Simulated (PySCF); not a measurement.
Computed IR spectrum (relative IR intensity) of a molecule C4H5NO. The structure is a stationary point at PBE-D3(BJ)/def2-SVP. The values are those of a single conformer. All values below come from PBE-D3(BJ)/def2-SVP (PySCF). Frequencies are harmonic and unscaled.

| ν (cm⁻¹) | relative intensity |
|---|---|
| 176 | 2.2 |
| 351 | 9.5 |
| 627 | 6.2 |
| 668 | 2.5 |
| 693 | 2.3 |
| 775 | 49 |
| 874 | 10 |
| 907 | 2.1 |
| 925 | 44 |
| 982 | 100 |
| 1017 | 18 |
| 1035 | 11 |
| 1211 | 23 |
| 1264 | 9.0 |
| 1341 | 45 |
| 1416 | 4.4 |
| 1623 | 35 |
| 1674 | 55 |
| 2944 | 53 |
| 2984 | 17 |
| 3121 | 4.7 |

Task: Pick the molecule that these values belong to.
A) CC(=O)CC#N
B) C=CC1=NCO1
C) O=CC1=NCC1
D) C=C1C=NCO1

Result: D, C=C1C=NCO1
